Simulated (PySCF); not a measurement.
# How methods differ on the ionisation energy of Sm⁺

Sm⁺ [Xe] 4f6 6s1 [4f5/2^6 6s1/2^1, M_J = 1/2] → Sm²⁺ [Xe] 4f6 [4f5/2^6, M_J = 0], as a difference of total energies. All numbers are calculated (PySCF 2.14, the two-component X2C-1e Hamiltonian, in x2c-TZVPPall-2c (11s11p10d4f2g, 140 functions)). Correlated levels: [Ar] 3d10 frozen; the 18 highest virtual spinors dropped. "Screened" scales the spin-orbit matrix elements by Boettger's factors to mimic the two-electron term; Breit and QED terms are absent.

```csv
method,ionisation energy (eV)
GHF (spin-free),10.322
GMP2 (spin-free),11.140
GHF (screened spin-orbit),10.323
GMP2 (screened spin-orbit),11.139
```

How much does correlation contribute at GMP2 (screened spin-orbit)?

11.139 − (10.323) = 0.816 eV, measured against GHF (screened spin-orbit).

The spin-free rows relax to the high-spin LS determinant and lack the spin-orbit shift.

The labels give the starting determinants; with spin-orbit coupling the two ends relaxed to ⟨J²⟩ = 6.27, ⟨L²⟩ = 11.93, ⟨S²⟩ = 15.64 and ⟨J²⟩ = 5.51, ⟨L²⟩ = 11.92, ⟨S²⟩ = 11.91.

The determinant of Sm⁺ and of Sm²⁺ mixes levels of different J (the jj label is only the starting occupation), so the difference between spin-free and spin-orbit rows is not the physical spin-orbit shift.

For comparison: 11.078 ± 0.02 eV (semi-empirical (NIST evaluation); NIST Atomic Spectra Database, ionization energies).
